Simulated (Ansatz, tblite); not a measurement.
Series SiCl2X2: gap (eV) at several levels, gas phase, relaxed structures; Ansatz, xTB through tblite. The structures are stationary points that may keep the symmetry of their start.

```csv
species,state,geometry,GFN1-xTB,GFN2-xTB,PBE-D4/def2-SVP,PBE-D4/def2-TZVP,PBE0-D4/def2-TZVP
SiF2Cl2 (SiCl2F2),singlet,PBE0-D4/def2-SVP,8.34,7.44,7.46,7.27,9.82
Si(SH)2Cl2 (SiH2S2Cl2),singlet,PBE-D4/def2-SVP,6.74,4.93,5.15,4.92,7.13
Si(OH)2Cl2 (SiCl2O2H2),singlet,r2SCAN-D4/def2-SVP,7.99,7.45,7.06,6.85,9.32
Si(NH2)2Cl2 (SiN2Cl2H4),singlet,PBE-D4/def2-SVP,7.24,7.02,6.39,6.12,8.51
Si(NCS)2Cl2 (SiC2S2N2Cl2),singlet,r2SCAN-D4/def2-SVP,3.93,3.58,4.41,4.30,6.26
Si(OMe)2Cl2 (C2H6Cl2O2Si),singlet,r2SCAN-D4/def2-SVP,8.20,6.95,6.88,6.63,9.28
SiCl2(SiMe3)2 (C6H18Cl2Si3),singlet,PBE0-D4/def2-SVP,3.75,3.71,4.69,4.49,6.39
```

Question: Estimate the column for r2SCAN-D4/def2-TZVP.

Answer: SiF2Cl2 (SiCl2F2) 8.14; Si(SH)2Cl2 (SiH2S2Cl2) 5.50; Si(OH)2Cl2 (SiCl2O2H2) 7.79; Si(NH2)2Cl2 (SiN2Cl2H4) 7.01; Si(NCS)2Cl2 (SiC2S2N2Cl2) 4.75; Si(OMe)2Cl2 (C2H6Cl2O2Si) 7.44; SiCl2(SiMe3)2 (C6H18Cl2Si3) 4.90.

Over the 7 species that have every level, the mean is 6.60 at GFN1-xTB, 5.87 at GFN2-xTB, 6.00 at PBE-D4/def2-SVP, 5.80 at PBE-D4/def2-TZVP, 6.50 at r2SCAN-D4/def2-TZVP, 8.10 at PBE0-D4/def2-TZVP. Orbital gaps grow with the share of exact exchange and aren't one observable across functionals.
